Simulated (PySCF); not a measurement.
iodine monochloride (ClI), SMILES ClI.

Geometry optimised at PBE-D3(BJ)/def2-TZVP. The def2 effective core potentials stand for the cores of I; spin–orbit coupling is left out.

Method: PBE-D3(BJ)/def2-TZVP (PySCF).

Frequencies are harmonic and unscaled.

Computed harmonic wavenumbers and intensities:
| mode | ν (cm⁻¹) | IR (km/mol) | moving atoms (share of kinetic energy) |
|---|---|---|---|
| 1 | 374 | 6.4 | Cl 78 %, I 22 % |
